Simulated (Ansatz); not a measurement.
Program: Ansatz. Geometries: PBE0-D4/def2-TZVP. ΔE: electronic, gas phase. CCSD(T)/CBS is the MP2 limit (def2-TZVPP, def2-QZVPP) plus CCSD(T) − MP2 in def2-TZVPP, frozen cores. Functionals use def2-TZVPP. B3LYP here is the variant with VWN-RPA as its local correlation; programs differ in this. One conformer a species, not always the lowest.

`BN(C)CF` → `CBNCF`  (isomerisation)

`BN(C)CF`:

Z-matrix (Å, degrees):
```
C
N 1 1.452
H 1 1.092 2 110.8
H 1 1.095 2 110.6 3 120.0
H 1 1.088 2 109.3 3 -120.1
C 2 1.421 1 114.2 3 -60.5
B 2 1.392 1 123.8 3 118.6
F 6 1.386 2 110.8 1 67.9
H 6 1.089 2 109.7 1 -172.9
H 6 1.096 2 111.0 1 -49.9
H 7 1.196 2 119.0 1 1.6
H 7 1.196 2 118.6 1 -179.2
```

`CBNCF`:

Cartesian coordinates in Å:
```
C 0.347 1.023 1.680
B 0.560 0.285 0.318
N -0.511 -0.231 -0.421
C -0.405 -0.950 -1.633
F -0.572 -2.312 -1.424
H 0.908 0.516 2.473
H -0.697 1.095 1.999
H 0.758 2.037 1.634
H 1.654 0.143 -0.156
H -1.453 -0.153 -0.065
H -1.178 -0.655 -2.348
H 0.589 -0.799 -2.057
```

**Question.** Is it downhill or uphill in electronic energy at CCSD(T)/CBS, and by how much? (An estimate is asked.)

**Answer.** Computed: Downhill: ΔE = -0.71 eV.

**Question.** What do these levels give: PBE-D4, B3LYP-D4, B2PLYP, PBE, r2SCAN, PBE0, CCSD/def2-TZVPP, CCSD(T)/def2-TZVPP, MP2/def2-QZVPP, SCS-MP2/def2-QZVPP, HF/CBS(def2), MP2/CBS(def2)? (An estimate is asked.)

**Answer.** Computed: PBE-D4 -0.75, B3LYP-D4 -0.72, B2PLYP -0.73, PBE -0.77, r2SCAN -0.78, PBE0 -0.78, CCSD/def2-TZVPP -0.71, CCSD(T)/def2-TZVPP -0.69, MP2/def2-QZVPP -0.72, SCS-MP2/def2-QZVPP -0.69, HF/CBS(def2) -0.74, MP2/CBS(def2) -0.73 eV.

Largest T1 diagnostic among the species: 0.012.

The D4 term adds +0.04 eV with B3LYP and +0.02 eV with PBE0; it sums over pairs of atoms, weighted by their polarisabilities, and B3LYP, whose exchange is more repulsive, gets the larger term.
